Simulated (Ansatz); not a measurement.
Job for Ansatz (a first-principles code): R-PBE0/def2-TZVPP on H5InSi (SMILES [SiH3][InH2]), a point of a torsion scan. Elements past Kr take the def2 small-core potentials; no spin–orbit coupling.

Ansatz 0.2 input:
```yaml
crystal:
  periodic: [false, false, false]
  atoms:
    - {symbol: Si, position_ang: [-1.18619161, -0.08344039, -0.01028054]}
    - {symbol: In, position_ang: [1.39134503, 0.16426652, -0.08958587]}
    - {symbol: H, position_ang: [-1.79774877, 0.55035758, -1.19269113]}
    - {symbol: H, position_ang: [-1.58988382, -1.50142778, 0.00491171]}
    - {symbol: H, position_ang: [-1.75109263, 0.55685724, 1.19169770]}
    - {symbol: H, position_ang: [2.34306978, 0.96892982, -1.35590955]}
    - {symbol: H, position_ang: [2.56626440, -0.43107759, 1.10315570]}
basis:
  gaussian:
    orbitals: def2-TZVPP
hamiltonian:
  xc: {name: PBE0}
scf: {lower_state_search: off}
```

The head of its log:

```
WARN ansatz: RAYON_NUM_THREADS=1 ignored (pool sized by the plan → 1); use --threads N
Functional definition: PBE0
these checks for a lower state are left out or cut short: stability, starts, cluster_reference, orbital_swaps, neighbouring_geometries, increment
integrals: 0.07 GiB planned
1067 factors; their error is unknown
mean field: 0.64 GiB planned
mean field evaluation 1: about -13127.8624 eV, gradient 1.7e1 eV
mean field evaluation 2: about -13128.3493 eV, gradient 1.4e1 eV
```

**Question.** Give the final energy of this run.

**Answer.** -482.4755 hartree.
